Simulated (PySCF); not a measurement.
SMILES CB1OB(C)[OH+]B(C)O1 (C₃H₁₀B₃O₃ (cation, charge +1)) at its GFN2-xTB optimised geometry (Å):

```
19

C      2.5921     0.3446     0.0068
B      1.0383     0.2074     0.0124
O      0.2014     1.3087     0.0000
B     -1.1134     1.3087     0.0000
C     -2.0542     2.5578     0.0000
O     -1.7218    -0.0281     0.0144
B     -0.8960    -1.2420     0.0234
C     -1.6101    -2.6329     0.0233
O      0.4002    -1.0187     0.0202
H      2.9446     0.6335    -0.9830
H      3.0940    -0.5812     0.2680
H      2.9313     1.1300     0.6775
H     -2.0304     3.0544     0.9697
H     -1.7124     3.3077    -0.7098
H     -3.0940     2.3349    -0.2228
H     -2.6848    -0.1102     0.0176
H     -2.6758    -2.5894     0.2305
H     -1.1556    -3.3077     0.7453
H     -1.4870    -3.1264    -0.9404
```

Calculation: PBE0/def2-SVP run with PySCF 2.14.0.

Map of the Laplacian of the electron density (e/bohr⁵), clipped to [-1.50, 1.50] on the plane z = 0.8 Å:

```
|7777777777777777777777777777777|
|7777777777777777777777777777777|
|7777777777777777777777777777777|
|7777777777777777777777777777777|
|7777777778877777777777777777777|
|7777777888887777777777777777777|
|7777777886688777777777777777777|
|7777778882388777777777777777777|
|7777778887788877777777777777777|
|7777778888888888887777777777777|
|7777777888888889888778888777777|
|7777777788888889998888878877777|
|7777777778888889998888707877777|
|7777777788888889888888768877777|
|7777777889998888888888888877777|
|7777777889999888888888888877777|
|7777777889998888888888888877777|
|7777777788888889998888888877777|
|7777777778888889998877888777777|
|7777777778888889998877777777777|
|7777777888888888888777777777777|
|7777777888888888877777777777777|
|7777778888888887777777777777777|
|7777777888876887777777777777777|
|7777777888850887777777777777777|
|7777777788887887777777777777777|
|7777777777888877777777777777777|
|7777777777777777777777777777777|
|7777777777777777777777777777777|
|7777777777777777777777777777777|
|7777777777777777777777777777777|
```
Scale: ten equal steps from -1.50 (start of '0') to 0.403 (end of '9'), in the order '0123456789'; x runs from -5.50 to 5.50, y from -5.50 (bottom) to 5.50 (top).
